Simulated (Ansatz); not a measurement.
Born–Oppenheimer molecular dynamics of CH₇AlN₂ (11 atoms, charge 0, multiplicity 1). It starts at the highest image of a converged band, a first-order saddle point between two minima.

Computed with RKS B3LYP-D4/6-31G* (Ansatz 0.2.0).

* ensemble: NVE (velocity Verlet)
* time step: 0.5 fs
* steps asked: 200
* starting velocities drawn for: 300 K
* seed: 4960

First frame:

```xyz
11
Properties=species:S:1:pos:R:3
Al -0.618 -0.286 1.414
N 0.499 -0.355 -0.282
C -0.101 0.077 -1.579
N 0.388 0.862 2.170
H 1.146 0.348 0.103
H -1.860 -1.255 1.195
H 1.028 -1.217 -0.398
H 0.065 -0.681 -2.347
H 0.345 1.018 -1.908
H -1.179 0.220 -1.464
H 0.289 1.268 3.095
```

(1) How far do the bonds stretch over the last three quarters of this one trajectory? (Pairs bonded in most of those frames.)

Answers

(1) 
| bond | mean (Å) | spread (Å) | shortest | longest |
| --- | --- | --- | --- | --- |
| Al1–N2 | 2.035 | 0.029 | 1.98 | 2.08 |
| Al1–N4 | 1.705 | 0.029 | 1.65 | 1.75 |
| Al1–H6 | 1.594 | 0.003 | 1.59 | 1.60 |
| N2–C3 | 1.491 | 0.010 | 1.48 | 1.51 |
| N2–H5 | 1.032 | 0.034 | 0.98 | 1.09 |
| N2–H7 | 1.024 | 0.031 | 0.97 | 1.08 |
| C3–H8 | 1.097 | 0.014 | 1.07 | 1.12 |
| C3–H9 | 1.096 | 0.015 | 1.07 | 1.12 |
| C3–H10 | 1.094 | 0.006 | 1.08 | 1.11 |
| N4–H11 | 1.017 | 0.017 | 0.99 | 1.05 |

Mean temperature of the second half: 199 K. The conserved energy stayed within 0.31 meV per atom of its start (net change 0.18 meV per atom), so the integration is sound. A run of 0.1 ps of so small a system gives no equilibrium averages. The orbitals stay closed-shell, which can raise the energy where a bond breaks towards radicals; this wasn't checked here.

The run took 4.6 min on 2 threads of Intel(R) Xeon(R) Platinum 8488C (Sapphire Rapids), with other jobs on the host, peak memory 0.17 GiB.
